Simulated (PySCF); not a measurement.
Distorted geometries of [Ce(H2O)3]3+

[Ce(H2O)3]3+ (singlet in the valence; each metal's 4f electrons, 1 of them, lie in its core potential, out of spins and levels). PySCF 2.14.0, RKS r2SCAN, Ce lcecp-1-SVP with ECP47, O def2-SVP, H def2-SVP; non-relativistic Hamiltonian with scalar-relativistic core potentials where named; density fitting; no spin-orbit coupling. Relaxed geometry:

```xyz
10

Ce    0.0000    0.0000    0.0000
O     2.3932    0.0000    0.0000
H     3.0116    0.7701    0.0471
H     3.0116   -0.7701   -0.0471
O    -1.1966    2.0726    0.0000
H    -2.1727    2.2231    0.0471
H    -0.8389    2.9932   -0.0471
O    -1.1966   -2.0726    0.0000
H    -0.8389   -2.9932    0.0471
H    -2.1727   -2.2231   -0.0471
```

Q: Order these distorted geometries by energy above the relaxed one, lowest first.
A.
```xyz
10

Ce   -0.0054    0.0034   -0.0782
O     2.5256   -0.0770    0.1254
H     2.8726    0.6551   -0.1559
H     3.1579   -0.8853    0.0248
O    -0.9699    1.9830    0.2346
H    -2.2153    2.5288    0.2992
H    -0.9329    2.7822   -0.2484
O    -1.0902   -1.8461   -0.0761
H    -1.2554   -3.2465   -0.0823
H    -2.0870   -1.8976   -0.0430
```
B.
```xyz
10

Ce   -0.0041    0.0144   -0.0334
O     2.3917    0.0062    0.0610
H     2.9894    0.7418    0.0100
H     3.0202   -0.7877   -0.0702
O    -1.1479    2.0892    0.0172
H    -2.1923    2.2453    0.0577
H    -0.8308    2.9748   -0.0239
O    -1.1960   -2.0403   -0.0245
H    -0.8391   -2.9964    0.0399
H    -2.1911   -2.2471   -0.0339
```
C.
```xyz
10

Ce   -0.0234    0.2264   -0.0973
O     2.5921    0.0834   -0.0438
H     2.9542    0.9189    0.0801
H     2.8244   -0.9214    0.2367
O    -1.1479    2.0191   -0.1647
H    -2.4089    2.0385    0.1054
H    -0.8777    2.6982    0.0971
O    -1.0560   -1.9368    0.0366
H    -0.6896   -3.0904   -0.2788
H    -2.1670   -2.0359    0.0288
```

A: B (0.27 eV), A (5.05 eV), C (5.88 eV).

Q: Which forces (eV/Å) act in the one that lies 0.27 eV up?

A: 
```
Ce   0.16 -0.04  0.07
O   -0.44 -2.59 -0.47
H    1.23  1.60  0.06
H   -0.80  0.98  0.32
O   -3.42 -1.84  0.15
H    2.33 -0.36 -0.07
H    0.96  2.33 -0.08
O   -0.76 -1.80  0.16
H   -0.25  1.26 -0.10
H    0.97  0.47 -0.03
```
Forces carry noise of the integration grid, about 0.01 to 0.03 eV/Å.

No frequency check is given that shows the relaxed geometry to be a minimum. An lcecp potential fixes the number of 4f electrons, so in runs with it no electron can move into or out of that shell.
